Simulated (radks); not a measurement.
The numbers below are computed, except where a source is named.
Species: Pd45+. Configuration: 1s1.

Code: a radial shooting solver on a logarithmic mesh with Libxc functionals. Model: Dirac Kohn-Sham, BLYP, spin-unpolarised, spherical densities, finite nucleus; Fermi nuclear charge, rms radius 4.5318 fm.

Energy parts (eV):
total: -29580.265
kinetic: 31400.106
electron-nucleus: -61048.671
Hartree: 407.968
exchange-correlation: -339.669

Orbitals (lengths in bohr, moments of r in powers of bohr; <r^-3> diverges for s and p1/2; r(90%) holds 90 % of the orbital's charge):
orbital  occ.  eigenvalue (eV)  r(90%)  <r^-3>
1s1/2       1        -29258.06  0.0562       -

The highest occupied level is 1s1/2 at -29258 eV. For comparison, the ionisation energy in NIST's Atomic Spectra Database is 29622.7 eV (theoretical). In exact Kohn-Sham theory the highest level is minus the ionisation energy, but local and semilocal functionals leave it too shallow, through self-interaction and a potential that decays too fast; potentials with the right tail come closer. Summed over all electrons, <r^2> = 0.001329 bohr^2, which gives a Langevin (diamagnetic) susceptibility term of -0.00105 x 10^-6 cm^3/mol. The density falls to 0.001 e/bohr^3 at r = 0.19 bohr. The electron density at the nucleus is 5.951e+04 e/bohr^3.

Beside tabulated values, note that spin-unpolarised runs miss the spin-polarisation part of the exchange energy of open shells.
